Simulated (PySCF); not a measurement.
CH6N2Si2

CH6N2Si2 is a small molecule, neutral, singlet. The structure, one conformer, was relaxed in the gas phase by PBE0-D3(BJ)/def2-SVP. No frequency run checks that it is a minimum.

SMILES: N#CN([SiH3])[SiH3]

Coordinates in Å:
```
Si1     1.631   -0.339   -0.174
N2     -0.004    0.337    0.053
Si3    -1.539   -0.562   -0.082
C4     -0.083    1.619    0.426
N5     -0.152    2.735    0.750
H6      2.345    0.440   -1.223
H7      1.423   -1.750   -0.598
H8      2.386   -0.277    1.108
H9     -2.504    0.270   -0.851
H10    -2.087   -0.861    1.271
H11    -1.212   -1.823   -0.799
```

Shieldings: GIAO PBE0/pcSseg-2. Shifts are against computed references at the same level: C TMS (σ 184.1 ppm), H TMS (σ 31.24 ppm), Si TMS (σ 341.3 ppm). Core levels by delta-SCF with SCAN, pcX-2 on the ionised atom and pcseg-1 elsewhere, spin-free X2C (2p3/2 is the spin-free 2p value less a third of a first-order spin-orbit splitting); from the vacuum level, for chosen atoms.

Problem. Give the shieldings and core levels atom by atom.

Solution. 
| atoms | bonded to | σ (ppm) | δ (ppm) | core level (eV) |
| --- | --- | --- | --- | --- |
| Si1 | 1 N + 3 H | 375.5 | -34.3 | 2p3/2 108.02 |
| N2 | 1 C + 2 Si | 247.5 | - | 1s 405.95 |
| Si3 | 1 N + 3 H | 374.4 | -33.2 | 2p3/2 108.02 |
| C4 | 2 N | 63.9 | 120.2 | 1s 292.79 |
| N5 | 1 C | 28.4 | - | 1s 404.43 |
| H6 H7 H8 | 1 Si | 26.42 | 4.82 | - |
| H9 H10 H11 | 1 Si | 26.41 | 4.84 | - |

Values are those of this one static structure, with the three H of a rotating XH3 group averaged; atoms that internal rotation interchanges would show their mean in an NMR spectrum.

The core-hole states of C4, N5 are spin-contaminated (⟨S²⟩ 0.81, 0.80 against 0.75 for a pure doublet), so those values and differences from them are less sure.

Problem. By CAM-B3LYP/def2-SVPD (TDDFT singlets, Tamm-Dancoff triplets, ionisation by delta-SCF), where does absorption start, and what does vertical ionisation take?

Solution. The first singlet with intensity lies at 7.10 eV (f 0.018); what lies below it is dark. The lowest singlet lies at 6.16 eV (f 0.001), the strongest of the first 6 at 7.30 eV (f 0.035), the lowest triplet at 5.87 eV; vertical ionisation takes 9.92 eV.
